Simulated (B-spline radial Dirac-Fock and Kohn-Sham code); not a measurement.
# Ionisation energies of erbium ions, computed and tabulated

Level of theory: Dirac-Fock ΔSCF + Breit + QED; an atomic code on a B-spline grid. Each value is the difference of the configuration-average energies of two neighbouring ions in their tabulated ground configurations. No correlation. NIST's values refer to the lowest levels; many for high charge states are themselves semi-empirical or theoretical. Where a p, d or f shell is open in either ion the computed value averages over both j values and all terms, while the table refers to the lowest levels; that difference holds spin-orbit splitting (largest in heavy or highly charged ions), term energies where several electrons share open shells, and correlation, and it can reach 10 % or more.

```tsv
ion	configuration	computed (eV)	NIST (eV)	kind	NIST − computed (eV)
Er⁴²⁺	[Ar] 3d8	3405.3	3381 ± 4	theoretical	-24.35
Er⁴³⁺	[Ar] 3d7	3523.2	3505 ± 4	theoretical	-18.15
Er⁴⁴⁺	[Ar] 3d6	3642.5	3624 ± 4	theoretical	-18.52
Er⁴⁵⁺	[Ar] 3d5	3763.4	3742 ± 4	theoretical	-21.45
Er⁴⁶⁺	[Ar] 3d4	3885.9	3916 ± 4	theoretical	+30.07
Er⁴⁷⁺	[Ar] 3d3	4010.0	4038 ± 4	theoretical	+28.03
Er⁴⁸⁺	[Ar] 3d2	4135.6	4170 ± 4	theoretical	+34.44
Er⁴⁹⁺	[Ar] 3d1	4262.7	4294 ± 4	theoretical	+31.29
Er⁵⁰⁺	[Ne] 3s2 3p6	4716.6	4639 ± 4	theoretical	-77.59
Er⁵¹⁺	[Ne] 3s2 3p5	4829.7	4748 ± 4	theoretical	-81.68
Er⁵²⁺	[Ne] 3s2 3p4	4943.7	4866 ± 4	theoretical	-77.70
Er⁵³⁺	[Ne] 3s2 3p3	5058.7	4978 ± 5	theoretical	-80.66
Er⁵⁴⁺	[Ne] 3s2 3p2	5174.5	5329 ± 5	theoretical	+154.45
Er⁵⁵⁺	[Ne] 3s2 3p1	5291.4	5455 ± 5	theoretical	+163.63
Er⁵⁶⁺	[Ne] 3s2	5695.1	5695 ± 5	theoretical	-0.06
Er⁵⁷⁺	[Ne] 3s1	5814.9	5815 ± 6	theoretical	+0.05
Er⁵⁸⁺	[He] 2s2 2p6	13232.0	12918 ± 6	theoretical	-314.04
Er⁵⁹⁺	[He] 2s2 2p5	13547.9	13217 ± 7	theoretical	-330.86
Er⁶⁰⁺	[He] 2s2 2p4	13866.9	13548 ± 10	theoretical	-318.93
Er⁶¹⁺	[He] 2s2 2p3	14189.3	13855 ± 12	theoretical	-334.27
Er⁶²⁺	[He] 2s2 2p2	14514.9	15146 ± 15	theoretical	+631.13
Er⁶³⁺	[He] 2s2 2p1	14843.7	15511 ± 19	theoretical	+667.25
Er⁶⁶⁺	1s2	65844.3	65848.24 ± 0.12	theoretical	+3.92
Er⁶⁷⁺	1s1	67241.4	67241.48 ± 0.07	theoretical	+0.12
```
